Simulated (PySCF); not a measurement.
Computed vibrations of LuCl3(H2O)

LuCl3(H2O) (singlet in the valence; each metal's 4f electrons, 14 of them, lie in its core potential, out of spins and levels). PySCF 2.14.0, RKS BP86, Lu lcecp-1-SVP with ECP60, Cl def2-SVP, O def2-SVP, H def2-SVP; non-relativistic Hamiltonian with scalar-relativistic core potentials where named; density fitting; no spin-orbit coupling. Central differences of gradients.

```xyz
7

Lu    0.0172   -0.0104    0.0104
Cl    1.1530    1.7831    1.2185
Cl   -1.7200   -1.2216    1.2216
Cl    1.1530   -1.2185   -1.7831
O    -1.2623    1.3426   -1.3426
H    -1.6467    2.2050   -1.0893
H    -1.6467    1.0893   -2.2050
```

Run from Python with OMP_NUM_THREADS=2. Where DIIS fails, smearing, a level shift and second-order steps follow.
It took 2.9 min on 2 threads of Intel(R) Xeon(R) Platinum 8488C (Sapphire Rapids) (shared host).

(1) What are the harmonic wavenumbers and infrared intensities?

(2) Is this a minimum?

An lcecp potential fixes the number of 4f electrons, so in runs with it no electron can move into or out of that shell.

Results:

(1) Modes are labelled in Cs; negative numbers are unstable modes, those under 60 cm⁻¹ near the noise; a finer grid moves soft modes by up to 10 cm⁻¹.
```csv
cm⁻¹,km/mol,symmetry
-27,–,a''
14,62.8,a'
65,21.1,a'
76,5.5,a'
77,1.0,a''
134,0.0,a''
182,167.0,a'
317,4.7,a'
329,5.0,a'
334,60.2,a''
337,96.7,a'
488,59.3,a''
1556,105.0,a'
3681,139.8,a'
3775,171.3,a''
```

(2) Probably not: 1 unstable, though so soft as to be near the noise; the lowest moves the atoms so:
```
Lu   0.00 -0.01 -0.01
Cl  -0.03  0.05 -0.05
Cl   0.00 -0.04 -0.04
Cl   0.03 -0.05  0.05
O    0.00  0.15  0.15
H    0.55  0.40  0.10
H   -0.55  0.10  0.40
```
